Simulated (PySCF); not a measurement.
A PySCF script (with the pyscf-properties extension) for the NMR shieldings of `[BH3-][P+]1(c2ccoc2)CC1`, C6H10BOP, on a GFN2-xTB geometry:

```python
import basis_set_exchange as bse
import numpy as np
from pyscf import gto, dft
from pyscf.prop import nmr

atoms = """
B    -1.444125    1.960072   -1.047953
P    -0.800121    0.290780   -0.278256
C     0.933696   -0.192355   -0.146121
C     1.993532    0.745735    0.026357
C     3.138086    0.016617    0.054775
O     2.869515   -1.292038   -0.093399
C     1.542438   -1.415636   -0.218337
C    -1.612739   -0.562237    1.120058
C    -1.744838   -1.268547   -0.221081
H    -2.619572    1.871624   -0.888020
H    -1.097252    1.937616   -2.183437
H    -0.926868    2.815585   -0.405864
H     1.887067    1.807412    0.114534
H     4.166844    0.295607    0.169565
H     1.156888   -2.406286   -0.355330
H    -2.504564   -0.099324    1.520840
H    -0.993242   -1.036003    1.869144
H    -1.232689   -2.211595   -0.344398
H    -2.721859   -1.247776   -0.685376
"""
names = dict.fromkeys(["B", "P", "C", "O", "H"], "pcSseg-1")
basis = {el: gto.basis.parse(bse.get_basis(n, elements=[el], fmt="nwchem")) for el, n in names.items()}
mol = gto.M(atom=atoms, basis=basis, charge=0, verbose=0)
mf = dft.RKS(mol, xc="PBE0")
mf.grids.level = 2
mf.grids.alignment = dft.numint.BLKSIZE   # the property module wants whole blocks of grid points
mf.conv_tol = 1e-9
mf.kernel()

calc = nmr.RKS(mf)   # GIAO
C = mf.mo_coeff
Co = C[:, mf.mo_occ > 0]
resp = mf.gen_response(singlet=True, hermi=2)
def vind(x):   # induced exchange potential for any number of trial vectors
    d = np.einsum("pi,xij,qj->xpq", C, 2 * x.reshape(-1, C.shape[1], Co.shape[1]), Co, optimize=True)
    return np.einsum("xpq,pi,qj->xij", resp(d - d.transpose(0, 2, 1)), C, Co, optimize=True).ravel()
mo1, _ = nmr.rhf.solve_mo1(calc, with_cphf=vind)
sigma = calc.kernel(mo1)
for i, s in enumerate(sigma):   # ppm
    print("%2d %-2s %9.2f" % (i, mol.atom_pure_symbol(i), np.trace(s) / 3))
```

Q: What does it print?

A: 
```
 0 B     148.28
 1 P     510.12
 2 C      63.83
 3 C      63.68
 4 C      37.44
 5 O      24.40
 6 C      40.64
 7 C     168.64
 8 C     178.21
 9 H      31.27
10 H      30.20
11 H      30.00
12 H      24.54
13 H      24.11
14 H      24.48
15 H      30.32
16 H      30.66
17 H      30.05
18 H      30.30
```

These numbers come from an equivalent density-fitted implementation of the same equations, which agrees with the script to about 0.01 ppm for H and up to a few tenths of a ppm for heavy atoms, so last digits may differ.

Size and cost of the density-fitted run: 210 basis functions, about 90 core-seconds.
